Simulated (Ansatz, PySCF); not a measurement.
Reaction R1 → P1 + 0.5 P2, each structure at its B3LYP-D3(BJ)/def2-TZVP stationary point, reached from a drawn start (curvature not checked).
P1, H2O (SMILES O) (charge 0, multiplicity 1):
```xyz
3

O      0.0000     0.0000     0.3896
H      0.0000     0.7650    -0.1949
H      0.0000    -0.7650    -0.1949
```
P2, O2 (SMILES O=O) (charge 0, multiplicity 3):
```xyz
2

O      0.0000     0.0000     0.6022
O      0.0000     0.0000    -0.6022
```
R1: H2O2 (SMILES OO), charge 0, multiplicity 1.

P less R. No zero-point or thermal terms; singlets are restricted closed shells; open shells are unrestricted; no spin–orbit coupling.

Run with Ansatz (a quantum-chemistry and plane-wave program) with Gaussian orbitals; PySCF for the D3/D4 terms. Each number belongs to the level named beside it.

Q: One of these levels gives -35.57 kcal/mol for the reaction energy. Which?
(A) HF/cc-pVDZ
(B) SVWN5/def2-TZVPP
(C) r2SCAN-D4/def2-TZVPP
(D) PBE/def2-TZVPP

A: A, HF/cc-pVDZ. The others give -18.52 (SVWN5/def2-TZVPP), -23.39 (PBE/def2-TZVPP), -26.24 (r2SCAN-D4/def2-TZVPP)
